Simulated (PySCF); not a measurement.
C2H2F4, SMILES FC(CF)(F)F.

The structure is a stationary point at PBE-D3(BJ)/def2-SVP.

Level of theory: TDDFT-B3LYP/def2-SVPD (PySCF).

Vertical excitations. The molecule is in vacuum. State labels are in the subgroup Cs.

Computed lowest excited states:
```csv
state,symmetry,energy (eV),λ (nm),f,main pairs
S1,A',9.51,130,0.012,"HOMO→LUMO 84 %, HOMO→LUMO+1 14 %"
S2,A",9.53,130,0.008,"HOMO−1→LUMO 82 %, HOMO−1→LUMO+1 17 %"
S3,A',10.00,124,0.018,"HOMO→LUMO+1 83 %, HOMO→LUMO 15 %"
S4,A",10.08,123,0.025,"HOMO−1→LUMO+1 79 %, HOMO−1→LUMO 17 %"
S5,A",10.91,114,0.038,HOMO→LUMO+3 95 %
S6,A',11.00,113,0.013,"HOMO→LUMO+2 76 %, HOMO−1→LUMO+3 22 %"
S7,A",11.13,111,0.009,HOMO−2→LUMO 94 %
S8,A",11.17,111,0.007,HOMO−1→LUMO+2 94 %
S9,A',11.18,111,0.081,"HOMO−1→LUMO+3 75 %, HOMO→LUMO+2 21 %"
S10,A",11.45,108,0.003,"HOMO−2→LUMO+1 68 %, HOMO→LUMO+4 20 %"
T1,A',9.04,137,0,"HOMO→LUMO 58 %, HOMO→LUMO+1 37 %"
T2,A",9.10,136,0,"HOMO−1→LUMO 63 %, HOMO−1→LUMO+1 32 %"
T3,A",9.69,128,0,"HOMO−1→LUMO+1 56 %, HOMO−1→LUMO 31 %"
T4,A',9.71,128,0,"HOMO→LUMO+1 55 %, HOMO→LUMO 38 %"
```
Triplets are in the Tamm–Dancoff approximation, which puts them higher than full response would, so one can lie above its singlet here.
